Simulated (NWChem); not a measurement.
CHBr2F; SMILES BrC(F)Br

```xyz
5

F      1.8513    -0.1798     0.0000
C      0.6683     0.4286     0.0000
Br    -0.3067    -0.0353     1.6013
Br    -0.3067    -0.0353    -1.6013
H      0.7959     1.5182     0.0000
```
Atoms are numbered in this order, from 1.

Computed with NWChem. Coordinates come from a PBE0/def2-SVP optimisation.

For level Hartree-Fock/def2-TZVPD:

- highest occupied level (eV): -11.33
- orbital gap (eV): 12.61
- dipole (D): 1.29

Problem. Estimate the same quantities for level LDA (Slater exchange, VWN5)/def2-TZVPD.

Solution. 
- highest occupied level (eV) = -7.27
- orbital gap (eV) = 4.70
- dipole (D) = 1.08
